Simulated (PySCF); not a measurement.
Isomers of C7H7N, one GFN2-xTB conformer each. Single-point energies are computed at PBE0/pcSseg-1 (PySCF, gas phase, no added dispersion term), electronic only.

```json
{"SMILES": "Nc1ccc2c(c1)C2", "GFN2-xTB relative energy (kcal/mol)": "0.0"}
{"SMILES": "C=C=CC/C=C\\C#N", "GFN2-xTB relative energy (kcal/mol)": "23.7"}
```

Conformers: `[CH2:1]=[C:2]=[CH:3][CH2:4]/[CH:5]=[CH:6]\[C:7]#[N:8]` with C2–C3–C4–C5 106°, C3–C4–C5–C6 113°.

Q: What does PBE0/pcSseg-1 give for the same structures?

A: 
```json
{"SMILES": "Nc1ccc2c(c1)C2", "PBE0/pcSseg-1 E (Eh)": "-325.18708", "PBE0/pcSseg-1 (kcal/mol)": "0.0", "GFN2-xTB (kcal/mol)": "0.0", "point group": "near Cs"}
{"SMILES": "C=C=CC/C=C\\C#N", "PBE0/pcSseg-1 E (Eh)": "-325.17297", "PBE0/pcSseg-1 (kcal/mol)": "8.9", "GFN2-xTB (kcal/mol)": "23.7", "point group": "C1"}
```

Both levels put the same isomer lowest. As drawn, the lower has an aromatic ring, a three-membered ring and an N–H bond, which the higher lacks; the higher has a C≡N group, cumulated double bonds and a C=C bond outside aromatic rings, which the lower lacks.

Q: Which frontier levels, dipoles and rotational constants go with these structures?

A: 
```csv
SMILES,"HOMO (eV, PBE0/pcSseg-1)",LUMO (eV),dipole (D),"A, B, C (MHz)"
Nc1ccc2c(c1)C2,-5.67,-0.15,1.76,"4957, 1847, 1359"
C=C=CC/C=C\C#N,-7.69,-1.54,4.22,"7190, 830.1, 775.4"
```

Q: As an exercise, what shares would exp(−E/RT) give at 1000 K from these electronic energies alone (no entropy, no degeneracies)?

A: RT = 1.987 kcal/mol: Nc1ccc2c(c1)C2 98.9 %, C=C=CC/C=C\C#N 1.1 %.
